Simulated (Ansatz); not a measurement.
A structure relaxed at r2SCAN-D4/def2-SVPD in Ansatz, charge -1, singlet:

Cartesian coordinates in Å:
```
Na 0.8643 -2.5904 -0.0689
Na -0.8145 -4.0223 -2.8465
Na -1.0594 -0.4643 -1.7966
Sn -1.5690 2.4750 1.9610
Sn -0.1835 2.3107 -0.5946
Sn 1.3509 2.0746 2.1109
Sn 1.9831 0.4006 -0.1306
Sn -0.5719 -0.1840 1.3654
```

Problem. Give its formula.

Solution. the cluster Na3Sn5⁻.

Problem. Summarise the bond lengths by kind (pairs closer than 1.2 times the sum of covalent radii, bridged metal pairs left out).

Solution. 9 × Sn–Sn 2.87 to 3.20 Å; 5 × Na–Sn 3.15 to 3.57 Å; 3 × Na–Na 3.35 to 3.72 Å.

In the def2 sets Sn takes a core potential; there is no spin–orbit coupling. The restricted singlet is unstable towards broken spin symmetry in Hartree–Fock (as tested in another run); at r2SCAN-D4/def2-SVPD this wasn't settled. Another isomer (singlet) lies 0.20 eV lower at PBE0-D4/def2-SVP; other spin states weren't run for this one.
